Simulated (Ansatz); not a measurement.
A nudged elastic band was laid between two geometries of CH₄BNO (8 atoms, charge 0, multiplicity 1).

Level of theory: UHF/6-31G (Ansatz).

```yaml
movable_images: 5
climbing_image: yes
spring: 5.0 eV/Å²
optimiser: quadratic models (default)
start_path: through a guess of the saddle point
force_threshold: 0.05 eV/Å
iteration_limit: 60
end_points: relaxed
```

Image 0:

```xyz
8
Properties=species:S:1:pos:R:3
N -0.234 1.230 0.171
B 0.544 0.150 -0.214
C -0.088 -1.303 -0.043
O -1.239 -1.454 0.412
H 0.065 2.175 0.107
H -1.151 1.100 0.538
H 1.637 0.296 -0.652
H 0.467 -2.194 -0.319
```

Image 6:

```xyz
8
Properties=species:S:1:pos:R:3
N -0.083 1.413 0.120
B 0.699 0.240 -0.271
C -0.071 -1.038 -0.034
O -1.308 -1.019 0.471
H 0.321 2.329 0.012
H -1.611 -0.126 0.649
H 1.798 0.242 -0.719
H 0.256 -2.040 -0.228
```

(1) Which bonds break or form, and what moves?

(2) Give the energies along the band, and the barrier.

(3) What is the geometry of the highest image?

Answers

(1) Bonds broken: N1–H6. Bonds formed: O4–H6.

(2) The run converged. The highest image is number 4 of 0 to 6, 2.47 eV above the first end and 0.24 eV above the last; the last end lies 2.23 eV above the first. Neighbouring images differ by up to 1.4 eV, so the band resolves the path poorly. A vibrational analysis at the climbing image gives one clearly imaginary mode, 1112i cm⁻¹: a first-order saddle point. Limits of this set-up: no polarisation functions.

```tsv
image	path coordinate (Å)	energy (eV)	N1–H6 (Å)	O4–H6 (Å)
0	0.00	0.00	1.00	2.56
1	0.35	0.08	1.00	2.18
2	0.69	0.47	1.03	1.78
3	1.04	1.86	1.28	1.36
4	1.39	2.47	1.66	1.04
5	1.69	2.28	1.95	0.97
6	1.98	2.23	2.23	0.96
```

(3) 
```xyz
8
Properties=species:S:1:pos:R:3
N -0.166 1.234 0.142
B 0.728 0.288 -0.281
C -0.063 -1.101 -0.041
O -1.227 -0.931 0.446
H 0.003 2.218 0.132
H -1.309 0.098 0.542
H 1.826 0.321 -0.728
H 0.207 -2.128 -0.213
```

The run took 69 s on 1 thread of Arm Neoverse V1, on a shared host, peak memory 0.11 GiB.
